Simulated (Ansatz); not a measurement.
Ideal-gas functions of FH2OSn (`[OH][SnH][F]`) radical at 600 K and 1 bar, from an Ansatz frequency run at PBE0-D4/def2-TZVP.

Molar mass 155.72 g/mol, point group C1 (symmetry number 1), electronic degeneracy 2, moments of inertia 47.036, 85.065, 127.026 u Å². Harmonic wavenumbers (cm⁻¹, unscaled): 138, 246, 472, 497, 594, 617, 814, 1734, 3874.

Use S(trans) = R[1.5 ln M + 2.5 ln T − 1.1517]; rotational temperatures θ = 24.2544 K / I; S(rot) = R[ln(√π/σ · √(T³/θAθBθC)) + 1.5]; for each mode x = 1.438777 ν̃/T, S = R[x/(eˣ − 1) − ln(1 − e⁻ˣ)] and H = RT x/(eˣ − 1); 1 cm⁻¹ = 0.0119627 kJ/mol; R = 8.31446 J/(mol·K).

Question: By hand: the entropy, in J/(mol·K).

Answer: Translation 186.3. Rotation: θ = 0.5157, 0.2851, 0.1909 K, giving 111.9. Vibration, mode by mode: 17.55, 12.82, 7.71, 7.33, 6.04, 5.78, 3.96, 0.68, 0.01, in all 61.9. Electronic 5.8. Sum 365.9 J/(mol·K).

Question: By hand: H − E and G − E in kJ/mol, counted from the electronic energy.

Answer: Zero-point energy ½ × 8986 × 0.0119627 = 53.7; thermal vibration 19.5; translation, rotation and pV give 4 RT = 20.0. H − E = 93.2 kJ/mol, and G − E = 93.2 − 600 × 365.9/1000 = -126.3 kJ/mol.

Vibration gives 17 % of the entropy, 17.5 J/(mol·K) of it from the mode under 150 cm⁻¹: soft modes count most, and the harmonic formula is weakest for them. The sum counts one conformer and one mirror image; others add a mixing term.
